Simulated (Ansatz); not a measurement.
Mulliken charges of AsF3H3In (`[F][In-]([F])([F])[AsH3+]`) from r2SCAN/def2-TZVPP in Ansatz (PBE0-D4/def2-TZVP geometry).

```
atom   x (Å)   y (Å)   z (Å)  charge (e)
  F1  -0.053  -1.864   1.896      -0.485
 In2   0.835  -1.280   0.268       1.247
  F3   2.581  -0.440   0.436      -0.485
  F4   0.444  -2.240  -1.376      -0.485
 As5  -0.646   1.000  -0.224       0.085
  H6  -1.741   1.365   0.738       0.041
  H7  -1.411   1.088  -1.514       0.041
  H8   0.082   2.313  -0.279       0.041
```

Q: By hand: the dipole of these point charges (1 e Å = 4.8032 D).

A: Σ q r = (-0.581, 0.888, -0.192) e Å, of length 1.078 e Å = 5.18 D.

Q: How does the dipole of the full density compare? (Best estimate.)

A: Computed: (-0.700, 1.074, -0.231) e Å, 6.26 D; the point charges give 0.83 times that, at 0° from its direction.

Point charges leave out the atoms' own dipoles, such as those of lone pairs, and Mulliken's split depends on the basis, so the two needn't agree.
